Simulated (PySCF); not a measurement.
## Rubidium: a sound run and one with changed settings

Sound run: Rb⁺ [Kr], Rb²⁺ [Ar] 3d10 4s2 4p5. Computed with PySCF 2.14 in cc-pVDZ-X2C, with scalar relativity by spin-free X2C-1e. The sound run starts from symmetry-adapted Hartree-Fock orbitals and uses a fine grid where one is needed.

Changed run: 6 angular points. This setting is unsound on purpose.

```tsv
species	method	sound run (hartree)	changed run (hartree)	converged
Rb⁺	UHF	-2979.00309	-2979.00309	yes
Rb⁺	M06-L	-2980.75067	-2980.89553	yes
Rb⁺	MN15	-2982.65897	-2982.66127	yes
Rb²⁺	UHF	-2978.00122	-2978.00122	yes
Rb²⁺	M06-L	-2979.71910	-2979.87931	yes
Rb²⁺	MN15	-2981.61986	-2981.61890	yes
```

Ionisation energy of Rb⁺:

```json
{"method": "UHF", "sound run (eV)": "27.262", "changed run (eV)": "27.262"}
{"method": "M06-L", "sound run (eV)": "28.070", "changed run (eV)": "27.653"}
{"method": "MN15", "sound run (eV)": "28.276", "changed run (eV)": "28.364"}
```

A coarse angular grid integrates products of high-l functions wrongly, so density functionals can shift, and the SCF can exploit the error; Hartree-Fock and MP2 need no grid.

For comparison, NIST gives 27.290 eV between the lowest levels.
